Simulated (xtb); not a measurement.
hexafluoroantimonate (F6Sb), SMILES [F][Sb-]([F])([F])([F])([F])[F], charge -1. All values are semi-empirical tight-binding results from xtb (GFN2-xTB unless named), good for trends rather than for accurate numbers. Coordinates come from a GFN2-xTB optimisation.

Optimised geometry:

```xyz
7

F      0.0000    -1.9180     0.0000
Sb     0.0000     0.0000     0.0000
F      0.0000     0.0000    -1.9180
F      1.9180     0.0000     0.0000
F     -1.9180     0.0000     0.0000
F      0.0000     1.9180     0.0000
F      0.0000     0.0000     1.9180
```
Charge -1, spin multiplicity 1.

For metal compounds this method's bond lengths and energies can be far off.

| Quantity | Result |
|---|---|
| point group as xtb finds it | Oh |
| orbital gap | 8.20 eV |
| zero-point energy | 5.4 kcal/mol |
| G − E(el) at 298.15 K (modified RRHO) | -15.5 kcal/mol |

### Question
Give the atomic charges and the Wiberg bond orders between heavy atoms. (Estimate from the structure and the level; the computed values follow.)

### Answer
charges (e) F1 -0.26, Sb2 0.54, F3 -0.26, F4 -0.26, F5 -0.26, F6 -0.26, F7 -0.26. Bond orders F1–Sb2 0.85, Sb2–F3 0.85, Sb2–F4 0.85, Sb2–F5 0.85, Sb2–F6 0.85, Sb2–F7 0.85.
